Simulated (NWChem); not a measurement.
System: C$_{2}$H$_{4}$AuNO; SMILES [C-](->[Au][OH])#[N+]C

NWChem input:

```
start job
memory heap 200 mb stack 900 mb global 1100 mb
geometry units angstroms noautoz
  Au     0.425868    -0.099550    -0.356095
  O      1.896427    -0.496449    -1.575877
  H      2.320591     0.315004    -1.875578
  C     -2.976310     0.652156     2.456814
  N     -1.910140     0.407441     1.574825
  C     -1.024831     0.204607     0.842443
  H     -3.066182     1.732006     2.645296
  H     -2.801103     0.137002     3.412760
  H     -3.918007     0.286700     2.021563
end
basis spherical
  Au library def2-svp
  O library def2-svp
  H library def2-svp
  C library def2-svp
  N library def2-svp
end
ecp
  Au library def2-ecp
end
dft
  xc mpw1k
  iterations 150
  mulliken
end
task dft energy
```

Excerpt of the output:

```
             Northwest Computational Chemistry Package (NWChem) 7.3.0
             --------------------------------------------------------

 C1  symmetry detected

                             Geometry "geometry" -> ""
                             -------------------------

 Output coordinates in angstroms (scale by  1.889725989 to convert to a.u.)

  No.       Tag          Charge          X              Y              Z
 ---- ---------------- ---------- -------------- -------------- --------------
    1 Au                  79.0000    -0.00112431    -0.51320519    -0.00001581
    2 O                    8.0000    -0.07244533    -2.46329596     0.00007734
    3 H                    1.0000     0.81515930    -2.83792881     0.00008922
    4 C                    6.0000     0.00052115     3.96477777    -0.00000710
    5 N                    7.0000    -0.00896777     2.55963776     0.00001480
    6 C                    6.0000    -0.01648336     1.39291561     0.00000898
    7 H                    1.0000     1.03627710     4.33234690     0.04219498
    8 H                    1.0000    -0.54864550     4.34587689     0.87354504
    9 H                    1.0000    -0.47585987     4.34565812    -0.91531362

 Effective nuclear repulsion energy (a.u.)     581.4905920419

                                 NWChem DFT Module
                                 -----------------

 Summary of "ao basis" -> "ao basis" (spherical)
 ------------------------------------------------------------------------------
       Tag                 Description            Shells   Functions and Types
 ---------------- ------------------------------  ------  ---------------------
 Au                         def2-svp                12       32   6s3p2d1f
 O                          def2-svp                 6       14   3s2p1d
 H                          def2-svp                 3        5   2s1p
 C                          def2-svp                 6       14   3s2p1d
 N                          def2-svp                 6       14   3s2p1d

            General Information
            -------------------
          SCF calculation type: DFT
          Wavefunction type:  closed shell.
          No. of atoms     :     9
          No. of electrons :    50
           Alpha electrons :    25
            Beta electrons :    25
          Charge           :     0
          Spin multiplicity:     1
          Use of symmetry is: off; symmetry adaption is: off
          Maximum number of iterations: 150
          AO basis - number of functions:   108
                     number of shells:    48
          Convergence on energy requested:  1.00D-06
          Convergence on density requested:  1.00D-05
          Convergence on gradient requested:  5.00D-04

              XC Information
              --------------
                        MPW1K Method XC Functional
                     Hartree-Fock (Exact) Exchange  0.428
                        mPW91  Exchange Functional  0.572
                Perdew 1991 Correlation Functional  1.000 non-local
            Perdew 1991 LDA Correlation Functional  1.000 local

             Grid Information
             ----------------
          Grid used for XC integration:  medium
          Radial quadrature: Mura-Knowles
          Angular quadrature: Lebedev.
          Tag              B.-S. Rad. Rad. Pts. Rad. Cut. Ang. Pts.
          ---              ---------- --------- --------- ---------
          Au                  1.35      123          12.0       590
          O                   0.60       49          14.0       434
          H                   0.35       45          15.0       434
          C                   0.70       49          15.0       434
          N                   0.65       49          13.0       434
          Grid pruning is: on
          Number of quadrature shells:   499
          Spatial weights used:  Erf1

      Superposition of Atomic Density Guess
      -------------------------------------

 Sum of atomic energies:        -358.62616519

      Non-variational initial energy
      ------------------------------

 Total energy =    -342.866807
 1-e energy   =    -922.778867
 2-e energy   =     375.475861
 HOMO         =      -0.374051
 LUMO         =       0.009470

     ---------------------------------------------
      Total Density - Mulliken Population Analysis
     ---------------------------------------------

    Atom       Charge   Shell Charges
 -----------   ------   -------------------------------------------------------
    1 Au  19    18.87   0.07 -0.47  1.81  0.62  0.74  0.32  5.59  0.47  0.07  8.61  1.04  0.02
    2 O    8     8.96   1.99  1.11  0.69  3.11  2.06  0.01
    3 H    1     0.67   0.54  0.07  0.06
    4 C    6     5.95   1.99  0.92  0.18  1.92  0.90  0.04
    5 N    7     7.12   1.99  1.02  0.40  2.35  1.33  0.03
    6 C    6     5.74   1.99  0.99  0.39  1.56  0.75  0.06
    7 H    1     0.89   0.67  0.20  0.02
    8 H    1     0.89   0.67  0.20  0.02
    9 H    1     0.89   0.67  0.20  0.02

   convergence    iter        energy       DeltaE   RMS-Dens  Diis-err
 ---------------- ----- ----------------- --------- --------- ---------
 d= 0,ls=0.0,diis     1   -343.9585194333 -5.48D+02  2.07D-02  1.03D+00
 d= 0,ls=0.0,diis     2   -343.3562785745  6.02D-01  1.54D-02  6.57D+00
 d= 0,ls=0.0,diis     3   -344.0983614628 -7.42D-01  2.25D-03  2.79D-02
 d= 0,ls=0.0,diis     4   -344.0999179635 -1.56D-03  7.82D-04  1.96D-02
 d= 0,ls=0.0,diis     5   -344.1017932957 -1.88D-03  2.40D-04  1.25D-03
  Resetting Diis
 d= 0,ls=0.0,diis     6   -344.1019103395 -1.17D-04  9.95D-05  1.61D-04
 d= 0,ls=0.0,diis     7   -344.1019272620 -1.69D-05  7.43D-05  2.63D-05
 d= 0,ls=0.0,diis     8   -344.1019225476  4.71D-06  4.90D-05  7.14D-05
 d= 0,ls=0.0,diis     9   -344.1019302472 -7.70D-06  4.72D-06  3.57D-07
 d= 0,ls=0.0,diis    10   -344.1019302819 -3.47D-08  2.07D-06  6.92D-08

         Total DFT energy =     -344.101930281872
      One electron energy =     -927.192787409621
           Coulomb energy =      419.191565305389
    Exchange-Corr. energy =      -40.536907523219
 Nuclear repulsion energy =      204.436199345579

 Numeric. integr. density =       49.999997929164

                       DFT Final Molecular Orbital Analysis
                       ------------------------------------

 Vector   23  Occ=2.000000D+00  E=-3.349955D-01
              MO Center= -1.3D-01, -8.6D-01,  4.4D-04, r^2= 3.0D+00
   Bfn.  Coefficient  Atom+Function         Bfn.  Coefficient  Atom+Function
  ----- ------------  ---------------      ----- ------------  ---------------
    16      0.453153  1 Au d -2              20     -0.383002  1 Au d  2
    36      0.288725  2 O  px                18     -0.236086  1 Au d  0
    39      0.192163  2 O  px                 3      0.190356  1 Au s
     5     -0.191104  1 Au s                 35     -0.164432  2 O  s
    82     -0.150413  6 C  s                 47      0.145861  3 H  s

 Vector   24  Occ=2.000000D+00  E=-2.926066D-01
              MO Center=  4.5D-02, -1.3D+00,  7.1D-05, r^2= 2.3D+00
   Bfn.  Coefficient  Atom+Function         Bfn.  Coefficient  Atom+Function
  ----- ------------  ---------------      ----- ------------  ---------------
     5      0.538025  1 Au s                  3     -0.361259  1 Au s
    20      0.359249  1 Au d  2              37      0.336167  2 O  py
    40      0.264427  2 O  py                 2      0.233932  1 Au s
    18      0.220042  1 Au d  0              36      0.206552  2 O  px
     6      0.191624  1 Au s                 16      0.172838  1 Au d -2

 Vector   25  Occ=2.000000D+00  E=-2.730937D-01
              MO Center= -4.2D-02, -1.8D+00, -2.3D-04, r^2= 2.4D+00
   Bfn.  Coefficient  Atom+Function         Bfn.  Coefficient  Atom+Function
  ----- ------------  ---------------      ----- ------------  ---------------
    38      0.558520  2 O  pz                41      0.447666  2 O  pz
    17      0.393717  1 Au d -1              74     -0.124499  5 N  pz
    15      0.122529  1 Au pz                71      0.117764  5 N  pz
     9     -0.077684  1 Au pz                22      0.058122  1 Au d -1
    88      0.051067  6 C  pz                12      0.041377  1 Au pz

 Vector   26  Occ=0.000000D+00  E=-6.821354D-03
              MO Center=  6.0D-02,  1.1D+00,  5.4D-03, r^2= 4.9D+00
   Bfn.  Coefficient  Atom+Function         Bfn.  Coefficient  Atom+Function
  ----- ------------  ---------------      ----- ------------  ---------------
    13      0.460306  1 Au px                86      0.441542  6 C  px
    72     -0.390022  5 N  px                83      0.375962  6 C  px
    95      0.356192  7 H  s                 69      0.320061  5 N  px
    16     -0.259795  1 Au d -2             100     -0.190963  8 H  s
    58     -0.189804  4 C  px               105     -0.166124  9 H  s

 Vector   27  Occ=0.000000D+00  E=-2.148496D-03
              MO Center= -5.6D-02,  1.2D+00, -5.8D-03, r^2= 4.8D+00
   Bfn.  Coefficient  Atom+Function         Bfn.  Coefficient  Atom+Function
  ----- ------------  ---------------      ----- ------------  ---------------
    88      0.461040  6 C  pz                15      0.402627  1 Au pz
    74     -0.394038  5 N  pz                85      0.388675  6 C  pz
   105     -0.333809  9 H  s                 71      0.321906  5 N  pz
   100      0.318586  8 H  s                 17     -0.290577  1 Au d -1
    60     -0.204154  4 C  pz                 9     -0.141247  1 Au pz

 Vector   28  Occ=0.000000D+00  E= 5.862145D-02
              MO Center= -6.0D-04,  3.7D+00,  4.1D-04, r^2= 6.6D+00
   Bfn.  Coefficient  Atom+Function         Bfn.  Coefficient  Atom+Function
  ----- ------------  ---------------      ----- ------------  ---------------
    54      2.153848  4 C  s                 95     -1.052570  7 H  s
   100     -1.045032  8 H  s                105     -1.044871  9 H  s
     6     -0.671928  1 Au s                 14     -0.594262  1 Au py
    87     -0.567291  6 C  py                59      0.430797  4 C  py
    82      0.367796  6 C  s                 68      0.298643  5 N  s

     ---------------------------------------------
      Total Density - Mulliken Population Analysis
     ---------------------------------------------

    Atom       Charge   Shell Charges
 -----------   ------   -------------------------------------------------------
    1 Au  19    18.80   0.07 -0.48  1.86  0.57  0.79  0.27  5.63  0.45  0.15  8.24  1.22  0.02
    2 O    8     8.55   1.99  1.06  0.73  2.81  1.94  0.01
    3 H    1     0.82   0.69  0.06  0.07
    4 C    6     5.93   1.99  0.89  0.15  2.10  0.77  0.04
    5 N    7     7.20   1.99  0.99  0.45  2.46  1.29  0.03
    6 C    6     6.01   1.99  1.01  0.38  1.82  0.74  0.07
    7 H    1     0.90   0.73  0.14  0.02
    8 H    1     0.90   0.73  0.14  0.02
    9 H    1     0.90   0.73  0.14  0.02

     -------------------------------------------
      Total Density - Lowdin Population Analysis
     -------------------------------------------

    Atom       Charge   Shell Charges
 -----------   ------   -------------------------------------------------------
    1 Au  19    19.03   0.00  0.02  1.04  0.90  0.59  0.40  4.95  1.18  0.29  7.85  1.76  0.03
    2 O    8     8.34   1.97  0.89  0.64  2.68  2.13  0.02
    3 H    1     0.93   0.57  0.18  0.19
    4 C    6     5.97   1.96  0.56  0.30  1.87  1.16  0.11
    5 N    7     6.97   1.97  0.73  0.39  2.28  1.55  0.05
    6 C    6     5.93   1.97  0.70  0.42  1.67  1.02  0.15
    7 H    1     0.94   0.63  0.24  0.07
    8 H    1     0.94   0.63  0.24  0.07
    9 H    1     0.94   0.63  0.24  0.07

     Multipole analysis of the density
     ---------------------------------

     L   x y z        total         alpha         beta         nuclear
     -   - - -        -----         -----         ----         -------
     0   0 0 0     -0.000000    -25.000000    -25.000000     50.000000

     1   1 0 0      0.514044      0.193283      0.193283      0.127479
     1   0 1 0      3.219788    -27.484622    -27.484622     58.189031
     1   0 0 1      0.000150     -0.000822     -0.000822      0.001793

     2   2 0 0    -33.633584    -20.941398    -20.941398      8.249211
     2   1 1 0     -3.405572      0.303378      0.303378     -4.012328
     2   1 0 1      0.000102     -0.000032     -0.000032      0.000166
     2   0 2 0    -22.820532   -493.435323   -493.435323    964.050114
     2   0 1 1      0.001580      0.000735      0.000735      0.000110
     2   0 0 2    -35.042062    -20.382633    -20.382633      5.723204
```

Level: MPW1K/def2-SVP with def2 effective core potentials on Au. All runs use the structure optimised with PBE0/def2-SVP. Not confirmed as a minimum by frequencies. def2 effective core potentials on Au; no spin-orbit coupling.
